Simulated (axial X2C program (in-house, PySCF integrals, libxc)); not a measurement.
Values are calculated unless marked as measured or tabulated.
**AlTe: input and output**

Program: an in-house all-electron X2C program for linear molecules (integrals from PySCF).

The run was started with this input:
```json
{"zs": [52, 13], "q": 0, "bas": ["dyall-cv3z", "dyall-v3z"], "levels": ["PBE0", "HF", "TPSSh"], "cc": true, "r0": 2.41, "thr": -2.0, "nmax": 110, "npts": 10, "nst": 2, "ntry": 8}
```
```bash
python so2c.py task.json out
```

Keys: zs atomic numbers; q charge; bas basis sets; levels methods; cc coupled cluster on or off; r0 starting distance in Å; thr threshold in hartree for freezing inner shells (an s shell follows its p shell); nmax most natural virtual spinors; npts points on the curve; nst determinants followed; ntry starts of the search. HF also brings MP2.

Output of the HF step, with spin–orbit coupling, at R = 2.406 Å for the state Ω = 1/2. It starts from PBE0 orbitals of this distance.

```
two-component X2C + atomic mean field  HF
basis functions 173  fitting functions 938  grid points 5082
iter        total energy     max residual
   1      -7030.419685313     2.34e-01
   2      -7030.443867132     5.19e-03
   3      -7030.444984051     2.66e-03
   4      -7030.445248356     1.74e-03
   5      -7030.445370121     9.02e-04
   6      -7030.445448971     6.75e-04
   7      -7030.445494065     6.37e-04
   8      -7030.445535465     5.75e-04
   9      -7030.445598528     4.42e-04
  10      -7030.445642832     2.99e-04
  11      -7030.445666335     1.80e-04
  12      -7030.445682637     9.19e-05
  13      -7030.445686963     4.11e-05
  14      -7030.445687633     2.71e-05
  15      -7030.445687828     1.97e-05
  16      -7030.445687883     1.15e-05
  17      -7030.445687898     4.90e-06
  18      -7030.445687901     1.83e-06
  19      -7030.445687901     1.08e-06
converged
one-electron -9947.92180838  Coulomb 2965.79913451  exact exchange -192.93026691  xc functional 0.00000000  nuclear repulsion 148.67988137  atomic mean-field constant -4.07262849
correlated 19  virtual 219  natural virtual 110  E(MP2) -0.674161011  MP2 remainder -0.035373642
iter   CCSD correlation   residual
   1     -0.587999869   1.61e-01
   2     -0.604798763   6.33e-02
   3     -0.607380521   2.87e-02
   4     -0.607141885   1.10e-02
   5     -0.607428752   5.04e-03
   6     -0.607479568   2.80e-03
   7     -0.607469201   1.93e-03
   8     -0.607504851   1.39e-03
   9     -0.607470931   9.24e-04
  10     -0.607486099   4.50e-04
  11     -0.607482310   2.03e-04
  12     -0.607486771   9.30e-05
  13     -0.607487112   4.23e-05
  14     -0.607487146   1.90e-05
  15     -0.607487452   8.57e-06
  16     -0.607487553   3.79e-06
  17     -0.607487553   1.90e-06
(T) -0.021093273  T1 0.0279  D1 0.0612  max T2 0.061
```
Energies are in hartree; totals compare only within one Hamiltonian and basis. T1 in the output is the amplitude norm over the root of the electron number; divide by √2 for the Lee–Taylor value.
